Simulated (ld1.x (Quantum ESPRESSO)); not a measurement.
u(r) = r·R(r): atom against pseudo-atom (Be)

Columns: radius, all-electron u(r) and pseudo u(r) of the 2p shell (level -2.54 eV) of beryllium in the configuration [He] 2s1 2p1; PBE, non-relativistic, RRKJ scheme, ld1.x (Quantum ESPRESSO) 7.5.

```csv
r (bohr),all-electron,pseudo
0.123,0.0191,0.0085
0.245,0.0613,0.0331
0.368,0.1136,0.0720
0.490,0.1680,0.1214
0.613,0.2217,0.1782
0.735,0.2717,0.2373
0.858,0.3178,0.2960
0.980,0.3587,0.3500
1.103,0.3950,0.3980
1.225,0.4270,0.4379
1.348,0.4554,0.4702
1.470,0.4794,0.4946
1.593,0.4993,0.5127
1.715,0.5151,0.5254
1.838,0.5270,0.5339
1.960,0.5353,0.5392
2.083,0.5404,0.5421
2.205,0.5425,0.5430
2.328,0.5419,0.5420
2.450,0.5390,0.5390
2.573,0.5341,0.5341
2.695,0.5274,0.5274
2.818,0.5191,0.5191
2.940,0.5096,0.5096
3.063,0.4990,0.4990
3.185,0.4875,0.4875
```

**Question.** How many radial nodes do the two functions have?

**Answer.** The all-electron 2p function has n − l − 1 = 0; the pseudo-wave has 0.

**Question.** At about which radius was the pseudo-wave matched?

**Answer.** 2.45 bohr. The columns agree to 0.0005 from 2.33 bohr on; several derivatives are matched, so the curves merge somewhat inside the radius.

**Question.** Is the pseudo-wave norm-conserving?

**Answer.** Yes: the RRKJ scheme keeps the norm inside the radius equal to the all-electron one, which fixes the energy derivative of the logarithmic derivative at the level.
